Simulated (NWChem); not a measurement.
# CBrClF$_{2}$; SMILES BrC(Cl)(F)F

All runs: NWChem. Medium grid unless said otherwise, to which SCAN and Minnesota functionals are sensitive. The geometry was optimised at B3LYP/6-31G* (spherical d). Total energies of different functionals are on different scales.

```json
[
 {"level": "B3LYP/def2-SVP", "energy (Ha)": "-3271.5271", "highest occupied level (eV)": "___", "orbital gap (eV)": "___", "dipole (D)": "0.37"},
 {"level": "PBE/def2-SVP", "energy (Ha)": "-3270.6944", "highest occupied level (eV)": "-7.29", "orbital gap (eV)": "5.07", "dipole (D)": "0.18"},
 {"level": "M06/def2-SVP", "energy (Ha)": "-3271.2983", "highest occupied level (eV)": "-8.84", "orbital gap (eV)": "7.50", "dipole (D)": "0.51"},
 {"level": "SCAN/def2-SVP", "energy (Ha)": "-3271.6776", "highest occupied level (eV)": "-7.80", "orbital gap (eV)": "5.59", "dipole (D)": "0.27"},
 {"level": "OLYP/def2-SVP", "energy (Ha)": "-3272.1806", "highest occupied level (eV)": "-7.17", "orbital gap (eV)": "5.12", "dipole (D)": "0.19"},
 {"level": "MN15-L/def2-SVP", "energy (Ha)": "-3271.2479", "highest occupied level (eV)": "-8.02", "orbital gap (eV)": "6.21", "dipole (D)": "0.29"},
 {"level": "LRC-wPBEh/def2-SVP", "energy (Ha)": "-3270.8328", "highest occupied level (eV)": "-10.69", "orbital gap (eV)": "11.13", "dipole (D)": "0.34"},
 {"level": "MPW1K/def2-SVP", "energy (Ha)": "-3271.5991", "highest occupied level (eV)": "-9.89", "orbital gap (eV)": "9.20", "dipole (D)": "0.47"},
 {"level": "RPBE/def2-SVP", "energy (Ha)": "-3271.2676", "highest occupied level (eV)": "-7.24", "orbital gap (eV)": "5.11", "dipole (D)": "0.15"},
 {"level": "B97-D/def2-SVP", "energy (Ha)": "-3272.7108", "highest occupied level (eV)": "-7.32", "orbital gap (eV)": "5.07", "dipole (D)": "0.23"}
]
```

Problem. Some entries are withheld; supply them.

Solution. 
- B3LYP/def2-SVP, highest occupied level (eV): -8.41
- B3LYP/def2-SVP, orbital gap (eV): 6.93
